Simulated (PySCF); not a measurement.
Fractional electron number in Ti (titanium, neutral)

The 4s beta orbital of [Ar] 3d2 4s2 is emptied in steps (occupation f), with all orbitals relaxed, ending at [Ar] 3d2 4s1. Computed with PySCF 2.14 in aug-cc-pVTZ (8s7p5d3f2g, 93 functions), with the non-relativistic Hamiltonian (point nucleus). The exact energy is a straight line in f; departures are measured from the line between the end points of the same method.

```json
{"f": "1", "B3LYP (eV)": "0.000"}
{"f": "0.9", "B3LYP (eV)": "-0.194"}
{"f": "0.7", "B3LYP (eV)": "-0.458"}
{"f": "0.5", "B3LYP (eV)": "-0.549"}
{"f": "0.3", "B3LYP (eV)": "-0.464"}
{"f": "0.1", "B3LYP (eV)": "-0.199"}
{"f": "0", "B3LYP (eV)": "0.000"}
```

Question: For B3LYP, how does the orbital energy at f = 1 compare with the removal energy?

Answer: −ε = 4.664 eV against a total-energy difference of 6.816 eV. By Janak's theorem ε = ∂E/∂f, so the gap between them reflects the curvature. Along the path −ε is 5.079 (f = 0.9), 5.926 (f = 0.7), 6.795 (f = 0.5), 7.688 (f = 0.3), 8.597 (f = 0.1) eV.

Reference removal energy between the ground levels: 6.828 eV (measured; NIST Atomic Spectra Database, ionization energies). The calculation has no spin-orbit coupling.
